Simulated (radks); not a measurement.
Question: These are the eigenvalues of the occupied orbitals of an atom or ion with whole-number occupations (hartree). Method: scalar-relativistic Kohn-Sham, r2SCAN, spin-polarised, spherical densities, finite nucleus; meta-GGA in the generalised Kohn-Sham scheme; Fermi nuclear charge, rms radius of each element as measured or else 0.836 A^(1/3) + 0.57 fm; computed with a radial shooting solver on a logarithmic mesh with Libxc functionals.

orbital  eigenvalue
1s up     -2111.049
1s down   -2111.049
2s up     -355.4971
2s down   -355.4970
2p up     -314.3131
2p down   -314.3130
3s up     -79.96025
3s down   -79.93920
3p up     -67.36859
3p down   -67.34753
3d up     -51.59470
3d down   -51.57854
4s up     -15.94617
4s down   -15.90139
4p up     -11.78905
4p down   -11.74457
4d up      -6.19611
4d down    -6.15173
5s up      -2.03128
5s down    -2.01120
5p up      -1.09524
5p down    -1.08260
4f up      -0.14221
4f down    -0.10530

Which element is it, and in what charge state? The configuration may be excited. Open shells, if any, are filled with parallel spins first.

Answer: Z = 68, erbium, charge +1: Er+ in [Xe] 4f13. The list shows which subshells hold electrons but not how many an open one holds; the 1s level, -2111 hartree, gives Z - s = 65.0 by -(Z - s)^2/2, which with screening and relativity narrows Z to a few neighbours, and the depths of the outer levels then fix element, charge and occupations together.
